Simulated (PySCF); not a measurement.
HfH₄, SMILES [HfH4], multiplicity 1. Atoms are numbered in the order given.

```xyz
5

Hf     0.0000     0.0000     0.0000
H      1.0683     1.0683     1.0683
H     -1.0683     1.0683    -1.0683
H     -1.0683    -1.0683     1.0683
H      1.0683    -1.0683    -1.0683
```

Coordinates come from a B3LYP-D3(BJ)/def2-TZVPD optimisation. The multiplicity is an assumed one; other spin states were not compared. The def2 effective core potentials stand for the cores of Hf; spin–orbit coupling is left out.

Level of theory: TDA-ωB97X/def2-TZVPD in PySCF 2.14.0.

Vertical excitations; the highest root listed may be one member of a degenerate set. Isolated molecule, no solvent. State labels are in the subgroup D2.

| state | symmetry | energy (eV) | λ (nm) | f | main pairs |
|---|---|---|---|---|---|
| S1 | B3 | 4.64 | 267 | 0.000 | HOMO→LUMO, HOMO→LUMO+1 (degenerate set) |
| S2 | B2 | 4.64 | 267 | 0.000 | HOMO−1→LUMO, HOMO−1→LUMO+1 (degenerate set) |
| S3 | B1 | 4.64 | 267 | 0.000 | HOMO−2→LUMO+1 (degenerate set) |
| S4 | B1 | 4.97 | 250 | 0.016 | HOMO−2→LUMO (degenerate set) |
| S5 | B3 | 4.97 | 250 | 0.016 | HOMO→LUMO+1, HOMO→LUMO (degenerate set) |
| S6 | B2 | 4.97 | 250 | 0.016 | HOMO−1→LUMO+1, HOMO−1→LUMO (degenerate set) |
| S7 | B3 | 5.51 | 225 | 0.000 | HOMO−1→LUMO+2, HOMO−2→LUMO+3, HOMO→LUMO (degenerate set) |
| S8 | B2 | 5.51 | 225 | 0.000 | HOMO→LUMO+2, HOMO−2→LUMO+4 (degenerate set) |
| S9 | B1 | 5.51 | 225 | 0.000 | HOMO−1→LUMO+4, HOMO→LUMO+3, HOMO−2→LUMO+1 (degenerate set) |
| S10 | A | 5.71 | 217 | 0.000 | HOMO−1→LUMO+3 61 %, HOMO−2→LUMO+2 27 % |
| T1 | B3 | 4.32 | 287 | 0 | HOMO→LUMO, HOMO→LUMO+1 (degenerate set) |
| T2 | B1 | 4.32 | 287 | 0 | HOMO−2→LUMO+1 (degenerate set) |
| T3 | B2 | 4.32 | 287 | 0 | HOMO−1→LUMO, HOMO−1→LUMO+1 (degenerate set) |
| T4 | B1 | 4.45 | 279 | 0 | HOMO−2→LUMO 91 % |
Triplets are in the Tamm–Dancoff approximation.
